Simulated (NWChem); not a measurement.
System: C2H8Si2; SMILES [SiH3]/C=C\[SiH3]

Results from NWChem. Pople sets run with spherical d functions. All runs use the structure optimised with PBE0/def2-SVP. Level: M06-2X/6-31G* with SMD (1 M gas to 1 M solution), gas-phase geometry. Reactions with the solvent are ignored.

Estimate the computed values for solvent ethyl acetate. Quantities: solvation free energy (kcal/mol); cavity-dispersion-structure term (kcal/mol); dipole in solution (D).

solvation free energy (kcal/mol): -0.9
cavity-dispersion-structure term (kcal/mol): 0.2
dipole in solution (D): 1.07
